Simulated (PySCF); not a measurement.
Identify the compound

The spectra below were simulated for a compound C$_{7}$H$_{12}$OSi.

¹H NMR (300 MHz, computed): δ 6.38 (s, 1H), 4.10 (m, 2H), 2.39 (t, 2H), 1.85 (m, 2H), 1.59 (m, 2H), 1.21 (t, 3H).

¹³C{¹H} NMR (computed): δ 234.7 (C), 187.9 (C), 147.4 (CH), 46.8 (CH2), 28.7 (CH2), 17.7 (CH3), 16.1 (CH2).

- shieldings: GIAO PBE0/pcSseg-1
- coordinates at the GFN2-xTB level
- run in PySCF
- non-relativistic, isolated molecule, a single conformation, averaged over atoms made equivalent by symmetry, fast rotation or ring inversion

Referencing at the same level of theory: TMS for ¹H (31.72 ppm) and ¹³C (186.93 ppm).

**Question.** Choose the structure that fits.
A. CCCC1=CC(=O)[SiH2]C1
B. C#C/C(=C/O[SiH3])CCC
C. CCCc1coc([SiH3])c1

**Answer.** A. 

The formula gives 3 degrees of unsaturation (1 ring in the answer). 7 carbon signals for 7 carbons: no two carbons are equivalent. Carbon types of the structure: 2 × C, 1 × CH, 3 × CH2, 1 × CH3, leaving 2 H on heteroatoms. δC 234.7: carbonyl carbon. δC 187.9: β carbon of a C=C–C=O unit; conjugation with the carbonyl draws π density from the β position. δC 147.4: α carbon of a C=C–C=O unit; the olefinic region. δC 46.8: allylic sp3 CH2; a saturated carbon with 2 carbon neighbours and no heteroatom attached. δC 17.7: methyl carbon; saturated and bonded to C and H only.

The others: CCCc1coc([SiH3])c1 has carbons computed at 152.2, 151.6, 134.8, 133.7, 31.2, 30.0, 14.7, with a different DEPT pattern; C#C/C(=C/O[SiH3])CCC has carbons computed at 154.1, 115.1, 87.8, 86.1, 35.4, 27.4, 17.3, with a different DEPT pattern.

Shifts are as computed. Against solution values, carbons near 30 ppm lie about +3 ppm off and those near 130 ppm about +5 ppm. Of 1211 compounds with measured shifts, 218 miss one by over three times the rms of a fit or turn the order of signals round; such compounds aren't used in these exercises. Multiplicities follow the n + 1 count of equivalent neighbours, as no J values were calculated; m marks all less simple cases, F and P coupling included.
